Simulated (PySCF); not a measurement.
# TeSe₂, singlet: molecular constants

All numbers come from PBE0/[Te def2-TZVP with ECP28, Se def2-TZVP], scalar-relativistic core potentials, density fitting, no spin–orbit coupling, PySCF.

The structure is a minimum.

Z-matrix (Å, degrees; charge 0 multiplicity 1):
```
Te
Se 1 2.3589
Se 1 2.3589 2 113.54
```

| Item | Value |
| --- | --- |
| Point group | C2v |
| Bond lengths | Te–Se 2.359 Å (×2) |
| Bond angles | Se–Te–Se 113.5° |
| Principal polarisabilities | 53.4, 74.8, 158.2 bohr³ |
| Rotational symmetry number | 2 |
| Atomisation energy without zero-point energy | 534 kJ/mol |
| Dipole moment | 1.77 D |
| Heat capacity Cp at 298.15 K | 55.2 J/(mol K) |
| Highest occupied level | -7.01 eV |
| Principal quadrupole moments (Buckingham, traceless) about the centre of mass | -3.91, 1.44, 2.48 D Å |
| Enthalpy at 298.15 K above 0 K | 13.96 kJ/mol |
| Entropy at 298.15 K and 1 bar | 322.1 J/(mol K) |
| Zero-point energy | 4.4 kJ/mol |
| Rotational constants | 0.1408, 0.02709, 0.02272 cm⁻¹ |
| Lowest empty level | -4.42 eV |

Harmonic modes (masses in u: Te 129.906, Se 79.917):
```
symmetry  ω (cm⁻¹)  IR (km/mol)
      a1       101          0.7
      a1       300          0.8
      b2       327         32.1
```

In C2v the vibrations span 2a1 + b2. Here b1 is antisymmetric to the molecular plane and b2 lies in it.

Charges (e):
| atom | Mulliken | Löwdin | polar tensor | Mayer order to Te1 |
| --- | --- | --- | --- | --- |
| Te1 | 0.53 | 0.31 | 0.69 | – |
| Se2,3 | -0.26 | -0.16 | -0.34 | 1.74 |
Other Mayer orders above 0.3: Se–Se 0.42.

Mulliken populations on Te1 (electrons outside its core potential): s 3.85, p 9.28, d 10.30, f 0.04.

Counting electrons, tellurium keeps 2 of its valence electrons outside its bonds, so the VSEPR class is AX2E1 and the expected shape is bent (C2v), as computed.

The final relaxation and frequency run took roughly 2.4 core-minutes on a shared host.
